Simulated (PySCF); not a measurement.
C7H9O, charge +1. Atoms are numbered in the order given.

```xyz
17

C      2.9011     0.1306     0.3646
C      1.4161     0.0748     0.1901
C      0.7458     1.0561    -0.5560
C     -0.6321     1.0065    -0.7528
C     -1.3009    -0.0540    -0.1756
O     -2.7578    -0.0931    -0.3866
C     -0.7117    -1.0546     0.5737
C      0.6672    -0.9725     0.7494
H      3.2220    -0.3873     1.2782
H      3.2636     1.1669     0.4031
H      3.4008    -0.3604    -0.4869
H      1.3108     1.8822    -0.9938
H     -1.1586     1.7678    -1.3310
H     -3.2952     0.0208     0.4217
H     -3.0781    -0.8516    -0.9130
H     -1.2859    -1.8731     1.0148
H      1.1701    -1.7425     1.3388
```
Charge +1, spin multiplicity 1.

Coordinates come from a PBE0-D3(BJ)/def2-SVP optimisation. The isomer is the one that the SMILES or the coordinates give; other isomers of the formula were not compared.

The numbers are results of PySCF with PBE0-D3(BJ)/def2-SVP, not measurements.

Frequencies are harmonic and unscaled.

```csv
mode,ν (cm⁻¹),IR (km/mol),moving atoms (share of kinetic energy)
1,25,1.0,H 97 %
2,137,30.1,"C 48 %, H 32 %, O 20 %"
3,166,35.8,H 87 %
4,303,14.1,"C 49 %, H 29 %, O 22 %"
5,318,1.7,"C 71 %, H 23 %"
6,399,15.5,"C 57 %, H 32 %, O 11 %"
7,426,0.4,"C 71 %, H 29 %"
8,456,0.6,"C 54 %, O 34 %, H 11 %"
9,488,29.0,"C 65 %, H 34 %"
10,620,212.8,"H 63 %, C 22 %, O 15 %"
11,644,50.7,"C 71 %, H 17 %, O 12 %"
12,698,0.3,"C 72 %, H 26 %"
13,711,2.6,"C 56 %, O 27 %, H 17 %"
14,811,26.5,"H 76 %, C 23 %"
15,829,8.1,"H 70 %, C 29 %"
16,835,12.8,"C 74 %, H 23 %"
17,965,0.8,"H 77 %, C 22 %"
18,1001,0.1,"H 71 %, C 29 %"
19,1006,0.0,"H 72 %, C 28 %"
20,1017,14.0,"C 77 %, H 23 %"
21,1049,1.9,"H 76 %, C 15 %, O 9 %"
22,1051,18.6,"H 58 %, C 41 %"
23,1117,8.4,"C 55 %, H 42 %"
24,1129,11.4,"H 81 %, C 19 %"
25,1188,4.7,"H 86 %, C 14 %"
26,1257,1.1,"C 73 %, H 26 %"
27,1311,0.3,"H 78 %, C 22 %"
28,1394,11.4,"H 74 %, C 26 %"
29,1402,13.2,"C 79 %, H 21 %"
30,1437,0.1,"C 50 %, H 50 %"
31,1461,11.1,H 92 %
32,1474,11.6,"H 54 %, C 46 %"
33,1535,65.7,"C 70 %, H 30 %"
34,1612,110.0,"H 85 %, C 8 %"
35,1668,9.4,C 92 %
36,1698,6.9,"C 88 %, H 11 %"
37,3067,0.1,H 97 %
38,3156,2.2,"H 91 %, C 9 %"
39,3190,0.8,"H 90 %, C 10 %"
40,3217,1.6,"H 92 %, C 8 %"
41,3226,0.2,"H 92 %, C 8 %"
42,3232,2.7,"H 91 %, C 9 %"
43,3243,7.1,"H 91 %, C 9 %"
44,3667,306.1,H 96 %
45,3754,359.8,"H 92 %, O 8 %"
```
